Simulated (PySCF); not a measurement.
Ligand exchange on a metal centre used in film growth or etching (Zr Cl-F). Isolated molecules, 0 K electronic values unless said otherwise.

Computed with TPSSh-D3(BJ)/def2-TZVP // r2SCAN-D4/def2-SVP (PySCF). All candidates: neutral, multiplicity 1. 

The HOMO is -11.07 eV and the HOMO–LUMO gap is 9.28 eV. The LUMO is -1.79 eV.

Problem. Which member has these values?
A. [Zr(F)4]
B. [Zr(Cl)(F)3]
C. [Zr(Cl)3(F)]
D. [Zr(Cl)2(F)2]

Solution. A, [Zr(F)4]. The others give [Zr(Cl)(F)3]: -9.22 eV, 6.95 eV, -2.27 eV; [Zr(Cl)3(F)]: -8.99 eV, 6.03 eV, -2.96 eV; [Zr(Cl)2(F)2]: -9.06 eV, 6.36 eV, -2.70 eV
